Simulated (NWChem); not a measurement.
**Atomisation of DMF (C$_{3}$H$_{7}$NO)**

```xyz
12

C     -1.7452     0.2376     0.0000
N     -0.3015     0.1757     0.0000
C      0.4356     1.4237     0.0000
C      0.3696    -1.0159     0.0000
O      1.5752    -1.1511     0.0000
H     -2.1616    -0.7807     0.0000
H     -2.1270     0.7662     0.8925
H     -2.1270     0.7662    -0.8925
H      1.5074     1.1875     0.0000
H      0.1955     2.0260    -0.8943
H      0.1955     2.0260     0.8943
H     -0.3344    -1.8848     0.0000
```
Charge 0, spin multiplicity 1.

The numbers come from NWChem runs, not from measurements. Structure: optimised with B3LYP/def2-SVP, a minimum by its harmonic frequencies. It is one conformer; others weren't searched.

Basis set: def2-TZVP. The atomisation energy is electronic alone: no zero-point, thermal, spin-orbit or counterpoise terms. No value is extrapolated to the basis-set limit. Free atoms are single determinants with multiplicities C 3, N 4, O 3, H 2. Correlated methods freeze the same cores in atoms and molecule, 5 orbitals in all.

```csv
method,atomisation energy (kcal/mol),relative cost
LDA (SVWN5),1330.4,1
PBE0,1150.7,under 3
B3LYP,1143.3,under 3
BLYP,1144.7,under 3
PBE,1178.8,under 3
M06-2X,1146.8,under 3
HF,811.1,under 3
MP2,1123.1,under 3
LC-wPBE (omega 0.3 per bohr),1161.9,8
```

The values span 519.3 kcal/mol, from HF (lowest) to LDA (SVWN5) (highest). The cost column gives rough processor time relative to LDA (SVWN5); each entry includes its own SCF. Costs are the molecule's.

B3LYP has NWChem's definition, with VWN1-RPA local correlation. GW and range-separated runs recompute their integrals, the others keep them in memory, which bears on the times. The stability of the SCF solutions was not checked. Open-shell Hartree-Fock references start from PBE0 orbitals; any time given for them includes that run.
